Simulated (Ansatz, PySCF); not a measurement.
Reaction (SMILES): O=[Si](Cl)Cl + 4 [H][H] (H2) -> 2 Cl (HCl) + O (H2O) + [SiH4] (SiH4)
Geometries: B3LYP-D3(BJ)/def2-TZVP minima from Ansatz (a first-principles code).

Property: energy of full hydrogenation (enthalpy at 298 K, with B3LYP-D3(BJ) rigid-rotor harmonic-oscillator terms from PySCF), in kJ/mol. Correlated levels leave the core frozen unless marked. Spin-orbit coupling is left out. Non-relativistic. CBS(X,Y): correlation extrapolated as X^-3; Hartree-Fock from the larger set. [CCSD(T)-MP2]/basis is that difference in the basis named.

| level | program | energy of full hydrogenation (kJ/mol) |
|---|---|---|
| BHLYP-D3(BJ)/def2-TZVPD | Ansatz + dftd3 | 29.5 |
| r2SCANh/def2-TZVPD | Ansatz | 64.3 |
| CAM-B3LYP-D3(BJ)/def2-TZVPD | Ansatz + dftd3 | 37.2 |
| B2GP-PLYP/def2-TZVPD | Ansatz | 65.0 |
| MP2/aug-cc-pV(D+d)Z | Ansatz | 15.8 |
| RI-MP2/aug-cc-pV(Q+d)Z | Ansatz | 83.4 |
| CCSD/aug-cc-pV(T+d)Z | Ansatz | 21.5 |
| CCSD/cc-pV(T+d)Z | Ansatz | 29.9 |
| CCSD(T)/6-31G | Ansatz | -18.8 |
| RI-MP2/CBS(aug-cc-pV(T+d)Z,aug-cc-pV(Q+d)Z)+[CCSD(T)-MP2]/aug-cc-pV(T+d)Z | Ansatz | 55.1 |
